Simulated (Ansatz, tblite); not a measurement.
Removing an electron: Ge(NH2)H3 (GeNH₅). The state is a singlet with charge 0. Geometry: r2SCAN-D4/def2-TZVP. Ansatz, gas phase; energy differences of separate SCF runs; the oxidised species was run as a doublet alone.

```tsv
atom	x (Å)	y (Å)	z (Å)
Ge1	-0.480	0.492	-0.116
N2	0.991	-0.613	0.059
H3	0.883	-1.490	-0.438
H4	1.201	-0.836	1.025
H5	-0.651	0.757	-1.615
H6	-0.150	1.784	0.639
H7	-1.795	-0.094	0.445
```

The xTB rows come from tblite. HSE06 is defined as in plane-wave codes, on full-range PBE exchange. Correlated methods freeze 10 core orbitals; core or outer-core shells of Ge are correlated, in sets that lack core-valence functions.

Q: Estimate orbital energies and vertical ionisation energies at: GFN1-xTB; GFN2-xTB; HF/def2-TZVPP; PBE-D4/def2-TZVP; r2SCAN-D4/def2-TZVP; B97M-V/def2-TZVP; r2SCANh-D4/def2-TZVP; PBE0-D4/def2-TZVP; HSE06-D4/def2-TZVP; BHLYP-D4/def2-TZVP; ωB97X-V/def2-TZVP; MP2/def2-TZVPP; CCSD/def2-TZVPP; CCSD(T)/def2-TZVPP.

A: 
| level | −HOMO (eV) | vertical IE (eV) | −LUMO (eV) | HOMO–LUMO gap (eV) |
| --- | --- | --- | --- | --- |
| GFN1-xTB | 11.68 | 15.31 | 6.18 | 5.50 |
| GFN2-xTB | 10.71 | 14.39 | 3.17 | 7.54 |
| HF/def2-TZVPP | – | 8.54 | – | – |
| PBE-D4/def2-TZVP | 5.91 | 9.60 | 0.41 | 5.50 |
| r2SCAN-D4/def2-TZVP | 6.23 | 9.61 | -0.08 | 6.31 |
| B97M-V/def2-TZVP | 6.38 | 9.77 | 0.24 | 6.13 |
| r2SCANh-D4/def2-TZVP | 6.76 | 9.64 | -0.34 | 7.11 |
| PBE0-D4/def2-TZVP | 7.35 | 9.72 | -0.41 | 7.77 |
| HSE06-D4/def2-TZVP | 6.95 | 9.71 | -0.04 | 6.99 |
| BHLYP-D4/def2-TZVP | 8.71 | 9.67 | -1.10 | 9.82 |
| ωB97X-V/def2-TZVP | 9.81 | 9.89 | -2.34 | 12.16 |
| MP2/def2-TZVPP | – | 10.08 | – | – |
| CCSD/def2-TZVPP | – | 9.79 | – | – |
| CCSD(T)/def2-TZVPP | – | 9.87 | – | – |

 Raw xTB energy differences between charge states are shifted by several eV; the methods need an empirical correction for them.
